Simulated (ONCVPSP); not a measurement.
Before and after: ONCV potential for aluminium (Al)

```
Element                 : Al
Generator               : ONCVPSP 4.0.1
Type                    : optimised norm-conserving Vanderbilt (ONCV)
Functional              : LDA (Perdew-Wang 92)
Relativity              : non-relativistic
Frozen core             : [Ne]
Valence charge          : 3
Reference configuration : 3s2 3p1
Partial waves           : 3s: rc 1.70 bohr, ncon 4, nbas 9, qcut 3.3 1/bohr, 2 projectors, debl 2.8 Ha; 3p: rc 2.50 bohr, ncon 4, nbas 8, qcut 2.7 1/bohr, 1 projector; d scattering state at 0.36 Ha: rc 2.65 bohr, ncon 4, nbas 7, qcut 3.1 1/bohr, 1 projector
Local potential         : polynomial inside 1.05 bohr (lpopt 5, dvloc0 0 Ha)
Core correction         : Teter function, fcfact 2.75, rcfact 1.1
```

All-electron outer shells of the reference configuration (LDA (PZ), non-relativistic, ld1.x):

```
shell  level (eV)  outermost node (bohr)  outermost maximum (bohr)
   2s     -107.05                   0.17                      0.50
   2p      -69.75                      –                      0.43
   3s       -7.81                   0.80                      2.06
   3p       -2.80                   0.82                      2.64
```

Change: local potential polynomial inside 1.05 bohr (lpopt 5, dvloc0 6.5 Ha).

Cutoffs: the cutoffs (Ha) at which the residual kinetic energy of the hardest occupied pseudo-wave falls to 1 and 0.1 mHa per electron; they do not see the model core or the augmentation charge, which bear on the density cutoff. Errors are all-electron minus pseudo energies relative to the spin-unpolarised reference configuration.

What does the change do?

The potential gets neither clearly harder nor softer (5.6 Ha and 18 Ha → 5.6 Ha and 18 Ha); the lowest positive-energy flag moves from d at 54.1 eV to none; the errors of the 4 common tests hardly move; neither file shows a bound ghost.

| quantity | base | changed |
| --- | --- | --- |
| cutoff, loose | 5.6 Ha | 5.6 Ha |
| cutoff, tight | 18 Ha | 18 Ha |
| bound ghosts | none | none |
| GHOST(+) flags under 300 eV | d at 54.1 eV, s at 95.5 eV | none |
| error for 3s2 3p0, meV [ΔE 5.85 eV] | +2.1 | +2.1 |
| error for 3s1 3p0, meV [ΔE 25.19 eV] | +58 | +58 |
| error for 3s2 3p0.5, meV [ΔE 2.13 eV] | +0.4 | +0.3 |
| error for 3s0 3p3, meV [ΔE 10.43 eV] | +24 | +22 |
| s: phases at 1.73 bohr within 0.05 rad from the reference energy up to (Ha; the scan ends near 5) | 3.3 | 4.2 |
| p: phases at 2.54 bohr within 0.05 rad from the reference energy up to (Ha; the scan ends near 5) | 1.0 | 1.1 |
| d: phases at 2.69 bohr within 0.05 rad from the reference energy up to (Ha; the scan ends near 5) | 1.5 | 1.4 |
| rms error of d²Exc/dni dnj with the model core, mHa | 2.36 | 2.36 |

Base: The cutoffs count occupied waves only; projector 2 of the s channel, the hardest unoccupied one, needs 43 Ha at the loose tolerance. Changed file: The cutoffs count occupied waves only; projector 2 of the s channel, the hardest unoccupied one, needs 43 Ha at the loose tolerance.
